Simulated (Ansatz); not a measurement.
Relaxation of C$_{2}$H$_{10}$ClNOSi$_{2}$ (17 atoms, charge 0, multiplicity 1), to a largest force component of 0.02 eV/Å in at most 40 steps.

These are results of RHF/STO-3G (Ansatz), not measurements.

```xyz
17
Properties=species:S:1:pos:R:3
Si 0.000 0.000 0.000
O 0.000 0.000 1.680
Si -1.315 -0.407 2.644
H -2.239 -1.240 1.880
H -0.851 -1.143 3.816
H -1.999 0.809 3.073
Cl 2.009 0.000 -0.709
N -0.857 1.485 -0.606
C -2.272 1.409 -0.998
H -2.825 0.778 -0.270
H -2.709 2.429 -1.010
H -2.352 0.961 -2.011
C -0.135 2.762 -0.704
H -0.244 3.171 -1.730
H -0.557 3.483 0.028
H 0.940 2.598 -0.483
H -0.688 -1.191 -0.486
```

Q: Where does it end, and by what steps?

A: The run converged. Limits of this set-up: minimal basis. After 16 steps the energy has fallen by 0.716 eV; H16 moved furthest, 1.54 Å.

| step | energy less start (eV) | largest force component (eV/Å) | accepted |
| --- | --- | --- | --- |
| 0 | 0.0000 | 2.825 | yes |
| 1 | -0.4272 | 1.208 | yes |
| 2 | -0.5050 | 0.541 | yes |
| 3 | -0.5307 | 0.192 | yes |
| 4 | -0.5560 | 0.519 | yes |
| 5 | -0.5738 | 0.787 | yes |
| 6 | -0.6154 | 0.245 | yes |
| 7 | -0.6493 | 0.363 | yes |
| 8 | -0.6714 | 0.355 | yes |
| 9 | -0.6813 | 0.515 | yes |
| 10 | -0.6993 | 0.214 | yes |
| 11 | -0.6981 | 0.204 | no |
| 12 | -0.7071 | 0.089 | yes |
| 13 | -0.7133 | 0.035 | yes |
| 14 | -0.7155 | 0.069 | yes |
| 15 | -0.7159 | 0.053 | yes |
| 16 | -0.7161 | 0.016 | yes |

```xyz
17
Properties=species:S:1:pos:R:3
Si -0.454 -0.170 -0.101
O 0.058 -0.243 1.437
Si -0.839 -0.190 2.829
H -1.972 -1.047 2.719
H -0.006 -0.627 3.896
H -1.290 1.137 3.083
Cl 1.269 -0.415 -1.273
N -1.215 1.340 -0.419
C -2.063 1.478 -1.616
H -2.652 0.573 -1.764
H -2.754 2.312 -1.490
H -1.485 1.659 -2.527
C -0.478 2.580 -0.115
H 0.212 2.868 -0.913
H -1.175 3.405 0.038
H 0.100 2.454 0.800
H -1.349 -1.213 -0.471
```

Whether the end is a true minimum wasn't checked by a vibrational analysis.

Run time: 54 s on 1 thread of Arm Neoverse V2 (shared host), peak memory 0.17 GiB.
